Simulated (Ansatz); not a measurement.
## Reading a saddle point

A first-order saddle point of Si2H6O2, closed shell, PBE0-D4/def2-TZVP, with one imaginary mode of 548i cm⁻¹:

Si1  (-0.653, 0.005, -0.500)
O2  (0.717, 1.025, -1.314)
O3  (-0.589, -0.892, -1.779)
H4  (0.452, 0.259, -2.010)
H5  (-1.722, 1.039, -0.330)
Si6  (0.200, -0.718, 1.561)
H7  (0.479, 1.898, -1.650)
H8  (0.424, 0.448, 2.460)
H9  (-0.789, -1.624, 2.203)
H10  (1.481, -1.442, 1.360)
(Å)

Program: Ansatz 0.2.0. Basis: def2-TZVPP and def2-QZVPP. Cores are frozen in the correlated methods. Extrapolation: Hartree–Fock as exp(−7.88 √X), correlation as X^−2.97.

(1) Which contacts change along the imaginary mode, and what lies on either side? (A judgement: the text doesn't fix the answer.)

(2) Which side is lower, and how far does the saddle lie above each? (To be estimated.)

T1 diagnostic: at most 0.018.

Answers

(1) The calculation gives: The step is Si₂H₆O₂ ([OH][SiH]([OH])[SiH3]) → Si₂H₄O ([O][SiH][SiH3]) + H₂O (still joined by a long Si–O bond), with the molecules in contact on both sides. Shortening one way: O2–H4; lengthening the same way: Si1–O2, O3–H4.
| pair | one side (Å) | saddle (Å) | other side (Å) |
| --- | --- | --- | --- |
| O2–H4 | 2.98 | 1.07 | 0.98 |
| Si1–O2 | 1.65 | 1.89 | 1.99 |
| O3–H4 | 0.96 | 1.57 | 2.15 |

(2) Computed: The side with Si1–O2, O3–H4 short is lower by 49.62 kcal/mol; the saddle lies 51.83 kcal/mol above it and 2.20 kcal/mol above the other (CCSD(T) at an estimated basis limit (MP2 extrapolated from triple and quadruple zeta, plus CCSD(T) − MP2 in triple zeta); electronic energies).

Labels in which every atom is bracketed show which atoms are joined, not bond orders.

For scale, one of the runs: CCSD(T)/def2-TZVPP, 230 basis functions, launched by `ansatz run in.yaml --threads 4 --pin off --events-out ev --progress --plain --max-ram 9574MiB`. Time: 30 s of wall clock on 4 CPU threads of an Intel Xeon Platinum 8488C; the host was shared. Peak host memory: 3.8 GiB.
